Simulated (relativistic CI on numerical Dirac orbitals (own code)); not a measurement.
d1 to d9 in one tetrahedral field

Computed with a parametric ligand-field model without spin-orbit coupling, by exact diagonalisation: B = 810, C = 3680, 10Dq = -6600 cm⁻¹ (Td; |10Dq|/B = 8.1) for every shell. Energies in cm⁻¹; the field energy is (0.6 n_e − 0.4 n_t2) × 10Dq of the ground term; g labels are left out.

| Shell | Ground term | Electrons in e | Field energy | First spin-allowed bands | Lowest term of other spin |
| --- | --- | --- | --- | --- | --- |
| d1 | 2E | 1.000 | -3960 | 2T2 6600 |  |
| d2 | 3A2 | 2.000 | -7920 | 3T2 6600, 3T1 11103 | 1E 13299 |
| d3 | 4T1 | 1.910 | -4684 | 4T2 5702, 4A2 12302 | 2E 10341 |
| d4 | ? | ? | ? | ? | ? |
| d5 | 6A1 | 2.000 | 0 | none | 4T1 22282 |
| d6 | 5E | 3.000 | -3960 | 5T2 6600 | 3T1 14069 |
| d7 | 4A2 | 4.000 | -7920 | 4T2 6600, 4T1 11103 | 2E 16340 |
| d8 | 3T1 | 3.910 | -4684 | 3T2 5702, 3A2 12302 | 1T2 12615 |
| d9 | 2T2 | 4.000 | -2640 | 2E 6600 |  |

**Question.** Fill in the row of d4.

**Answer.** Ground term: 5T2; Electrons in e: 2.000; Field energy: -2640; First spin-allowed bands: 5E 6600; Lowest term of other spin: 3T1 13530. Every shell keeps the spin of the free ion. Tetrahedral fields of 3d complexes are almost always too weak to pair spins. High-spin d^(n+5) repeats the spin-allowed bands of d^n, since the half-filled shell is spherical.
